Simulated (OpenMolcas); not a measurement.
## W4+: CASPT2 settings compared

```json
{
  "Program": "OpenMolcas",
  "Basis": "ANO-RCC-VTZP [8s7p5d3f2g1h]",
  "Scalar Hamiltonian": "DKH3, point nucleus",
  "Active space": "2 electrons in 5 orbitals (5d)",
  "State averaging": "2S+1 = 3 even, 10 roots; 2S+1 = 1 even, 14 roots kept (CI in the orbitals of an earlier block)",
  "Spin-orbit coupling": "RASSI with atomic mean-field integrals over the reference wave functions, term energies averaged over their components"
}
```

Methods on the same reference wave functions:
A. CASSCF
B. SS-CASPT2, IPEA 0.6 Eh, real shift 0.2 Eh (closed shells correlated: 5s 5p)
C. SS-CASPT2, IPEA 0.75 Eh, no level shift (closed shells correlated: 5s 5p)
D. SS-CASPT2, IPEA 0.2 Eh, no level shift (closed shells correlated: 4f 5s 5p)

Energies in cm⁻¹ above 5d² ³F₂, the measured ground level; measured values from the list in J. Phys. B 45, 065001 (2012).

| Level | A | B | C | D | Measured |
| --- | --- | --- | --- | --- | --- |
| 5d² ³F₂ | 0.0 | 0.0 | 0.0 | 0.0 | 0.0 |
| 5d² ³F₃ | 6173 | 6430 | 6440 | 6480 |  |
| 5d² ³F₄ | 11715 | 11820 | 11820 | 11870 | 11519 |
| 5d² ¹D₂ [54 %] | 16070 | 14290 | 14270 | 13920 |  |
| 5d² ³P₀ | 16642 | 15820 | 15900 | 15380 |  |
| 5d² ³P₁ | 18233 | 17410 | 17490 | 16970 | 16331 |
| 5d² ¹G₄ | 24843 | 23210 | 23150 | 23310 | 22346 |
| 5d² ³P₂ [60 %] | 25136 | 23700 | 23730 | 23280 | 22615 |

Deviations, from unrounded energies. A percentage is the sum of absolute deviations over the sum of measured energies, with the sign that they share, or ± where signs differ.

```json
{"Against measurement": "mean absolute deviation (cm-1)", "Levels": "4", "A": "1800", "B": "830", "C": "850", "D": "660"}
{"Against measurement": "fine structure of the ground term (%)", "Levels": "1", "A": "+1.7", "B": "+2.6", "C": "+2.6", "D": "+3.1"}
{"Against measurement": "other terms of the ground configuration (%)", "Levels": "3", "A": "+11.3", "B": "+4.9", "C": "+5.0", "D": "+3.7"}
```

D lies closest to measurement on these levels and A furthest from it. The largest miss of D in the table is 5d² ¹G₄, by +970 cm-1. The ranking rests on the paired levels alone, and a cruder setting can come out closer through cancelling errors.

Among B to D the level of the table that moves most is 5d² ³P₀, by 530 cm-1 (lowest in D, highest in C). Moves below CASPT2's spread within the term are not significant.

The mean deviations of B to D differ by less than CASPT2's widest spread within a term (720 cm-1), so their order carries little weight.

From A to B the spin-free energies of the other terms of 5d² shown, above ³F, scale by factors of 0.73 to 0.91, as is usual when dynamic correlation screens the repulsion within a d or f shell.

The lowest spin-free term lies below A's lowest term by 0.210 hartree in B, 0.209 hartree in C, 1.074 hartree in D.

CASPT2 breaks the degeneracy within a term, and the mean is taken; among the terms shown or strongly mixed into the levels shown the widest spread is 720 cm-1 (5d² ¹G, D). Terms from blocks run as CI alone lack orbitals of their own. Without dynamic correlation excited terms often stand tens of per cent too high (terms of higher spin than the ground term too low), and those without a measured partner can miss by more than the paired ones (holds for A). Measured partners are found by configuration, term and J. A level has none where our copy of the source lacks it or the pairing is in doubt (some pairs that miss far off the trend of their configuration count as doubtful), and it then counts in no deviation. Levels of configurations outside the active space are missing.

A share in square brackets marks a mixed level and gives the weight of the term that names it, the lowest over the columns.
